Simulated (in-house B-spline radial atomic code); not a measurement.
Configurations of Cr⁴⁺, with energies counted from [Ar] 3d2. All numbers are computed (scalar-relativistic (X2C) BLYP, spin-polarised, spherical fractional occupations; Fermi nucleus of rms radius 3.6452 fm) with an all-electron radial atomic-structure program (B-spline basis), not measured. Shells without spins written out take the highest spin.

Occupations are held fixed; configurations that lie above the ionisation limit could autoionise.

```
                             configuration  E - E(ref) (eV)  highest orbital  its <r> (bohr)
                     [Ar] 3d(1 up, 1 down)            1.212            3d up           1.024
                              [Ar] 3d1 4s1           19.758            4s up           2.145
    [Ar] 3d(0 up, 1 down) 4p(1 up, 0 down)           27.718            4p up           2.368
[Ne] 3s2 3p(2 up, 3 down) 3d(3 up, 0 down)           45.386            3d up           1.013
                      [Ne] 3s2 3p5 3d2 4s1            62.52            4s up           2.131
                      [Ne] 3s2 3p5 3d2 4p1           70.319            4p up           2.337
```

Problem. Order these further configurations by energy, lowest first.
A. [Ne] 3s2 3p5 3d3
B. [Ar] 3d(1 up, 0 down) 4f(0 up, 1 down)
C. [Ar] 3d1 4f1
D. [Ar] 3d(0 up, 1 down) 4d(0 up, 1 down)
E. [Ar] 3d1 4p1

Solution. E (27.489 eV), D (38.703 eV), A (41.574 eV), C (46.879 eV), B (46.932 eV).

Problem. How far above the reference does [Ne] 3s2 3p5 3d2 4d1 lie?

Solution. 81.641 eV; its least bound orbital is 4d up with <r> = 2.807 bohr.

Problem. How far above the reference does [Ne] 3s2 3p5 3d2 4f1 lie?

Solution. 89.901 eV; its least bound orbital is 4f up with <r> = 3.283 bohr.
